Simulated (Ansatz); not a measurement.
Molecular dynamics of C₃H₉FSi₂

Input:

```yaml
crystal:
  periodic: [false, false, false]
  atoms:
    - { symbol: C, position_ang: [0.319577, -2.540152, -0.264099] }
    - { symbol: C, position_ang: [1.014236, -1.380744, -0.231966] }
    - { symbol: F, position_ang: [2.158787, -1.300625, 0.532555] }
    - { symbol: Si, position_ang: [0.510808, 0.175607, -1.183815] }
    - { symbol: C, position_ang: [0.14125, 1.587645, -0.004465] }
    - { symbol: Si, position_ang: [-1.244605, 1.257787, 1.216036] }
    - { symbol: H, position_ang: [-0.591054, -2.631432, -0.860024] }
    - { symbol: H, position_ang: [0.638255, -3.423706, 0.297316] }
    - { symbol: H, position_ang: [-0.66066, -0.157995, -1.964311] }
    - { symbol: H, position_ang: [1.587634, 0.546776, -2.080024] }
    - { symbol: H, position_ang: [-0.106172, 2.477422, -0.59598] }
    - { symbol: H, position_ang: [1.055232, 1.833399, 0.549117] }
    - { symbol: H, position_ang: [-2.468231, 0.956243, 0.50688] }
    - { symbol: H, position_ang: [-0.90934, 0.132649, 2.059582] }
    - { symbol: H, position_ang: [-1.467515, 2.416526, 2.052697] }
basis:
  gaussian: { orbitals: STO-3G }
hamiltonian:
  xc: r2scan
md:
  timestep: 0.25
  n_steps: 100
  ensemble: nvt_nose_hoover
  temperature: 400.0
  initial_velocities: maxwell_boltzmann
  seed: 171883
  nose_hoover: { tau: 1.0, chain_length: 1 }
scf:
  lower_state_search: "off"
```

Run as:

```bash
$ ansatz run input.yaml --threads 1 --pin off --max-ram 2048MiB --backend cpu --events-out ev --progress --plain --runs-dir out
```

It starts from a relaxed structure.

Output, in part (one step line in 2, the closing report, with atoms numbered from 0):

```
md step     0: t =     0.00 fs  T =   400.0 K  F+E_penalty+E_count = -21465.66636366 eV  E_kin = 0.672152 eV  conserved = -21464.99421167 eV  (13 SCF iters)
md step     2: t =     0.50 fs  T =   393.4 K  F+E_penalty+E_count = -21465.65474805 eV  E_kin = 0.661107 eV  conserved = -21464.99417347 eV  (13 SCF iters)
md step     4: t =     1.00 fs  T =   378.1 K  F+E_penalty+E_count = -21465.62228893 eV  E_kin = 0.635274 eV  conserved = -21464.99407000 eV  (13 SCF iters)
md step     6: t =     1.50 fs  T =   363.7 K  F+E_penalty+E_count = -21465.57479617 eV  E_kin = 0.611195 eV  conserved = -21464.99392823 eV  (13 SCF iters)
md step     8: t =     2.00 fs  T =   360.3 K  F+E_penalty+E_count = -21465.51944486 eV  E_kin = 0.605515 eV  conserved = -21464.99378202 eV  (13 SCF iters)
md step    10: t =     2.50 fs  T =   374.1 K  F+E_penalty+E_count = -21465.46287011 eV  E_kin = 0.628702 eV  conserved = -21464.99366604 eV  (14 SCF iters)
md step    12: t =     3.00 fs  T =   404.8 K  F+E_penalty+E_count = -21465.40995890 eV  E_kin = 0.680284 eV  conserved = -21464.99360825 eV  (14 SCF iters)
md step    14: t =     3.50 fs  T =   441.6 K  F+E_penalty+E_count = -21465.36296638 eV  E_kin = 0.742090 eV  conserved = -21464.99361932 eV  (14 SCF iters)
md step    16: t =     4.00 fs  T =   463.1 K  F+E_penalty+E_count = -21465.32092862 eV  E_kin = 0.778158 eV  conserved = -21464.99368423 eV  (13 SCF iters)
md step    18: t =     4.50 fs  T =   451.5 K  F+E_penalty+E_count = -21465.28030913 eV  E_kin = 0.758683 eV  conserved = -21464.99376383 eV  (14 SCF iters)
md step    20: t =     5.00 fs  T =   411.3 K  F+E_penalty+E_count = -21465.23733502 eV  E_kin = 0.691158 eV  conserved = -21464.99381540 eV  (14 SCF iters)
md step    22: t =     5.50 fs  T =   364.8 K  F+E_penalty+E_count = -21465.19018401 eV  E_kin = 0.612981 eV  conserved = -21464.99381668 eV  (14 SCF iters)
md step    24: t =     6.00 fs  T =   332.5 K  F+E_penalty+E_count = -21465.13913526 eV  E_kin = 0.558751 eV  conserved = -21464.99376944 eV  (14 SCF iters)
md step    26: t =     6.50 fs  T =   325.6 K  F+E_penalty+E_count = -21465.08542827 eV  E_kin = 0.547104 eV  conserved = -21464.99369065 eV  (13 SCF iters)
md step    28: t =     7.00 fs  T =   348.7 K  F+E_penalty+E_count = -21465.03036061 eV  E_kin = 0.585996 eV  conserved = -21464.99360119 eV  (14 SCF iters)
md step    30: t =     7.50 fs  T =   400.8 K  F+E_penalty+E_count = -21464.97508379 eV  E_kin = 0.673519 eV  conserved = -21464.99351986 eV  (14 SCF iters)
md step    32: t =     8.00 fs  T =   465.9 K  F+E_penalty+E_count = -21464.92095271 eV  E_kin = 0.782944 eV  conserved = -21464.99345754 eV  (14 SCF iters)
md step    34: t =     8.50 fs  T =   506.5 K  F+E_penalty+E_count = -21464.87024887 eV  E_kin = 0.851042 eV  conserved = -21464.99341555 eV  (14 SCF iters)
md step    36: t =     9.00 fs  T =   489.8 K  F+E_penalty+E_count = -21464.82665236 eV  E_kin = 0.823050 eV  conserved = -21464.99338758 eV  (14 SCF iters)
md step    38: t =     9.50 fs  T =   429.6 K  F+E_penalty+E_count = -21464.79431839 eV  E_kin = 0.721872 eV  conserved = -21464.99337204 eV  (14 SCF iters)
md step    40: t =    10.00 fs  T =   368.2 K  F+E_penalty+E_count = -21464.77591267 eV  E_kin = 0.618783 eV  conserved = -21464.99337717 eV  (14 SCF iters)
md step    42: t =    10.50 fs  T =   334.1 K  F+E_penalty+E_count = -21464.77166092 eV  E_kin = 0.561450 eV  conserved = -21464.99340996 eV  (14 SCF iters)
md step    44: t =    11.00 fs  T =   335.1 K  F+E_penalty+E_count = -21464.77968490 eV  E_kin = 0.563019 eV  conserved = -21464.99347581 eV  (14 SCF iters)
md step    46: t =    11.50 fs  T =   368.1 K  F+E_penalty+E_count = -21464.79613873 eV  E_kin = 0.618559 eV  conserved = -21464.99357201 eV  (13 SCF iters)
md step    48: t =    12.00 fs  T =   420.0 K  F+E_penalty+E_count = -21464.81460760 eV  E_kin = 0.705755 eV  conserved = -21464.99368640 eV  (13 SCF iters)
md step    50: t =    12.50 fs  T =   462.1 K  F+E_penalty+E_count = -21464.82605423 eV  E_kin = 0.776422 eV  conserved = -21464.99379205 eV  (13 SCF iters)
md step    52: t =    13.00 fs  T =   462.7 K  F+E_penalty+E_count = -21464.82167129 eV  E_kin = 0.777577 eV  conserved = -21464.99385214 eV  (13 SCF iters)
md step    54: t =    13.50 fs  T =   419.5 K  F+E_penalty+E_count = -21464.79814221 eV  E_kin = 0.704955 eV  conserved = -21464.99383384 eV  (13 SCF iters)
md step    56: t =    14.00 fs  T =   362.0 K  F+E_penalty+E_count = -21464.75988622 eV  E_kin = 0.608236 eV  conserved = -21464.99373368 eV  (13 SCF iters)
md step    58: t =    14.50 fs  T =   320.9 K  F+E_penalty+E_count = -21464.71583747 eV  E_kin = 0.539181 eV  conserved = -21464.99357631 eV  (13 SCF iters)
md step    60: t =    15.00 fs  T =   313.2 K  F+E_penalty+E_count = -21464.67546052 eV  E_kin = 0.526270 eV  conserved = -21464.99340179 eV  (13 SCF iters)
md step    62: t =    15.50 fs  T =   347.8 K  F+E_penalty+E_count = -21464.64731896 eV  E_kin = 0.584399 eV  conserved = -21464.99325667 eV  (13 SCF iters)
md step    64: t =    16.00 fs  T =   426.0 K  F+E_penalty+E_count = -21464.63875820 eV  E_kin = 0.715771 eV  conserved = -21464.99318804 eV  (14 SCF iters)
md step    66: t =    16.50 fs  T =   520.4 K  F+E_penalty+E_count = -21464.65381712 eV  E_kin = 0.874508 eV  conserved = -21464.99323147 eV  (14 SCF iters)
md step    68: t =    17.00 fs  T =   560.7 K  F+E_penalty+E_count = -21464.68881879 eV  E_kin = 0.942241 eV  conserved = -21464.99337849 eV  (14 SCF iters)
md step    70: t =    17.50 fs  T =   504.2 K  F+E_penalty+E_count = -21464.73178846 eV  E_kin = 0.847288 eV  conserved = -21464.99356957 eV  (14 SCF iters)
md step    72: t =    18.00 fs  T =   401.4 K  F+E_penalty+E_count = -21464.77062582 eV  E_kin = 0.674505 eV  conserved = -21464.99374032 eV  (14 SCF iters)
md step    74: t =    18.50 fs  T =   317.6 K  F+E_penalty+E_count = -21464.79995675 eV  E_kin = 0.533726 eV  conserved = -21464.99386063 eV  (14 SCF iters)
md step    76: t =    19.00 fs  T =   274.9 K  F+E_penalty+E_count = -21464.81955318 eV  E_kin = 0.461884 eV  conserved = -21464.99392721 eV  (14 SCF iters)
md step    78: t =    19.50 fs  T =   272.7 K  F+E_penalty+E_count = -21464.83047221 eV  E_kin = 0.458226 eV  conserved = -21464.99394396 eV  (14 SCF iters)
md step    80: t =    20.00 fs  T =   310.2 K  F+E_penalty+E_count = -21464.83309765 eV  E_kin = 0.521191 eV  conserved = -21464.99391356 eV  (14 SCF iters)
md step    82: t =    20.50 fs  T =   386.8 K  F+E_penalty+E_count = -21464.82677087 eV  E_kin = 0.649915 eV  conserved = -21464.99383547 eV  (14 SCF iters)
md step    84: t =    21.00 fs  T =   483.8 K  F+E_penalty+E_count = -21464.81074053 eV  E_kin = 0.813004 eV  conserved = -21464.99371316 eV  (14 SCF iters)
md step    86: t =    21.50 fs  T =   544.2 K  F+E_penalty+E_count = -21464.78695367 eV  E_kin = 0.914445 eV  conserved = -21464.99356571 eV  (14 SCF iters)
md step    88: t =    22.00 fs  T =   516.4 K  F+E_penalty+E_count = -21464.76281633 eV  E_kin = 0.867731 eV  conserved = -21464.99343314 eV  (14 SCF iters)
md step    90: t =    22.50 fs  T =   430.1 K  F+E_penalty+E_count = -21464.74853731 eV  E_kin = 0.722765 eV  conserved = -21464.99335727 eV  (14 SCF iters)
md step    92: t =    23.00 fs  T =   352.0 K  F+E_penalty+E_count = -21464.75061151 eV  E_kin = 0.591438 eV  conserved = -21464.99335603 eV  (14 SCF iters)
md step    94: t =    23.50 fs  T =   314.1 K  F+E_penalty+E_count = -21464.76973187 eV  E_kin = 0.527806 eV  conserved = -21464.99342232 eV  (14 SCF iters)
md step    96: t =    24.00 fs  T =   319.5 K  F+E_penalty+E_count = -21464.80288138 eV  E_kin = 0.536833 eV  conserved = -21464.99353590 eV  (14 SCF iters)
md step    98: t =    24.50 fs  T =   361.8 K  F+E_penalty+E_count = -21464.84480343 eV  E_kin = 0.608032 eV  conserved = -21464.99366996 eV  (14 SCF iters)
md step   100: t =    25.00 fs  T =   425.3 K  F+E_penalty+E_count = -21464.88790651 eV  E_kin = 0.714678 eV  conserved = -21464.99379110 eV  (14 SCF iters)
Total energy: -21464.88791398 eV, -788.8200814150 hartree
Atom 0 at     0.212043    -2.419379    -0.171392 Å, force     1.166018     0.969229    -0.428936 eV/Å
Atom 1 at     1.144850    -1.386915    -0.308569 Å, force    -3.875577    -0.824885    -0.060861 eV/Å
Atom 2 at     2.105196    -1.341120     0.626661 Å, force     1.795117     0.365625     0.748803 eV/Å
Atom 3 at     0.523181     0.212386    -1.244221 Å, force     0.298115     0.012326     1.084043 eV/Å
Atom 4 at     0.131203     1.676516    -0.042240 Å, force     0.504717    -0.246013    -0.339015 eV/Å
Atom 5 at    -1.197903     1.164241     1.225564 Å, force     0.184944    -0.165347    -0.711665 eV/Å
Atom 6 at    -0.637066    -2.475848    -0.854417 Å, force    -0.045822     0.022610    -0.049702 eV/Å
Atom 7 at     0.286942    -3.242981     0.565281 Å, force     0.307701     0.422182    -0.366546 eV/Å
Atom 8 at    -0.821425    -0.092122    -1.604096 Å, force    -0.317725    -0.509541    -0.738254 eV/Å
Atom 9 at     1.340561     0.494208    -2.426642 Å, force    -0.173875     0.207475     0.392691 eV/Å
Atom 10 at    -0.234049     2.510219    -0.666691 Å, force    -0.126839    -0.250214     0.074687 eV/Å
Atom 11 at     1.036752     2.075880     0.434078 Å, force    -0.029072    -0.190171     0.186317 eV/Å
Atom 12 at    -2.280886     0.582805     0.467996 Å, force    -0.395736     0.591903    -0.092400 eV/Å
Atom 13 at    -0.746702    -0.059639     1.852569 Å, force     0.304992     0.473883     0.724660 eV/Å
Atom 14 at    -1.657172     2.277719     2.099303 Å, force     0.403044    -0.879060    -0.423821 eV/Å
Dipole moment:     0.016854     0.269280    -0.028683 e Å
```

All steps were run. The conserved energy stayed within 0.068 meV per atom of its start (net change 0.028 meV per atom), so the integration is sound. A run of 0.025 ps of so small a system gives no equilibrium averages. Limits of this set-up: minimal basis.

The same pairs are bonded in the first frame and the last. Pairs count as bonded within 1.25 times the sum of covalent radii (0.12 Å more for H–H).

Last frame:

```xyz
15
Properties=species:S:1:pos:R:3
C 0.212 -2.419 -0.171
C 1.145 -1.387 -0.309
F 2.105 -1.341 0.627
Si 0.523 0.212 -1.244
C 0.131 1.677 -0.042
Si -1.198 1.164 1.226
H -0.637 -2.476 -0.854
H 0.287 -3.243 0.565
H -0.821 -0.092 -1.604
H 1.341 0.494 -2.427
H -0.234 2.510 -0.667
H 1.037 2.076 0.434
H -2.281 0.583 0.468
H -0.747 -0.060 1.853
H -1.657 2.278 2.099
```

The run took 6.9 min on 1 thread of Arm Neoverse V1, with other jobs on the host, peak memory 0.1 GiB.
